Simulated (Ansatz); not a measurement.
`[F][Ga]([F])[F]` + `O[SiH3]` → `[F][Ga-]([F])([F])[OH+][SiH3]` at 298.15 K and 1 bar (adduct formation).

Computed with Ansatz on PBE0-D4/def2-TZVP structures; ΔE is electronic, products minus reactants. CCSD(T)/CBS is the MP2 limit (def2-TZVPP, def2-QZVPP) plus CCSD(T) − MP2 in def2-TZVPP, frozen cores. For Ga outer-core shells are correlated without core-valence functions, which leaves a few kJ/mol of doubt a bond. Scalar relativity is left out up to krypton. One conformer a species, not always the lowest.

```
                        species  CCSD(T)/CBS energy (Eh)  H − E (kJ/mol)  S (J/(mol·K))
              `[F][Ga]([F])[F]`              -2223.43412            31.7          292.6
                      `O[SiH3]`               -366.69042           113.6          257.8
`[F][Ga-]([F])([F])[OH+][SiH3]`              -2590.17007           151.8          416.9
```

H − E and S are ideal-gas, rigid-rotor, harmonic terms from PBE0-D4/def2-TZVP, for one conformer and one mirror image of each species. 1 Eh = 2625.50 kJ/mol, R = 8.31446 J/(mol·K).

By hand: ΔE, ΔH, ΔS and ΔG.

ΔE = (-2590.17007) − (-2223.43412) − (-366.69042) = -0.04553 Eh = -119.5 kJ/mol. Δ(H − E) = 151.8 − 31.7 − 113.6 = 6.5, so ΔH = -113.0 kJ/mol. ΔS = 416.9 − 292.6 − 257.8 = -133.5 J/(mol·K). ΔG = -113.0 − 298.15 × (-133.5)/1000 = -73.2 kJ/mol.

By hand: the equilibrium constant, and the temperature at which ΔG would vanish if ΔH and ΔS stayed fixed.

log₁₀ K = −ΔG/(RT ln 10) = 12.8. ΔG = 0 at ΔH/ΔS = 846 K.

The number of gas molecules changes by -1, which sets the sign of ΔS. A doubt of 5 kJ/mol in ΔE shifts log₁₀ K by 0.9 here. Other conformers and mirror images would add mixing entropy, several J/(mol·K) or more a flexible species. Modes under 60 cm⁻¹, often nearly free rotors, make the harmonic entropy too high. These are equilibria of isolated gas molecules and say nothing of rates. Largest T1 diagnostic: 0.015 (customary marks: 0.02 for closed shells, 0.045 for open ones).
